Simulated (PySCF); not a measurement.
Spin states of KLi

Unrestricted PBE0; K x2c-SVPall, Li x2c-SVPall; spin-free X2C with a Gaussian nucleus (PySCF 2.14). Outer shells of the fragments: K 4s1; Li 2s1.

Followed along the bond (rough minima from three points):

```tsv
2Ms+1	unpaired	⟨S²⟩ at the start	R at minimum (Å)	Te (eV)
1	none	0.00	3.42	0.00
3	σ ↑, π ↑	2.00	3.17	1.39
3	σ ↑↑	2.00	none in the scan	≤ 0.60
```

Solutions found at the starting distance of 3.230 Å, counted from the lowest of them; the search is not exhaustive and high or unbound solutions are not listed, so other states can lie among these:

```json
{"2Ms+1": "1", "unpaired": "none", "term": "¹Σ⁺", "E (eV)": "0.00", "⟨S²⟩": "0.00", "⟨Lz²⟩": "0.00", "μ (D)": "-2.93"}
{"2Ms+1": "3", "unpaired": "σ ↑↑", "term": "³Σ⁺", "E (eV)": "0.86", "⟨S²⟩": "2.00", "⟨Lz²⟩": "0.00", "μ (D)": "-0.78"}
{"2Ms+1": "3", "unpaired": "σ ↑, π ↑", "term": "³Π", "E (eV)": "1.37", "⟨S²⟩": "2.00", "⟨Lz²⟩": "1.00", "μ (D)": "-2.26"}
{"2Ms+1": "1", "unpaired": "σ ↑, π ↓", "term": "mixed", "E (eV)": "1.86", "⟨S²⟩": "1.00", "⟨Lz²⟩": "1.00", "μ (D)": "-0.99"}
```

A term symbol is given only where ⟨S²⟩ and ⟨Lz²⟩ are close to those of a pure state; real π, δ and φ orbitals otherwise mix terms. A positive dipole means K(−)Li(+).

The measured ground state is X ¹Σ+ (Huber and Herzberg, Constants of Diatomic Molecules (1979)).

Counting both spins, an empty level lies below a filled one in some of these solutions, because spin and occupation are held.
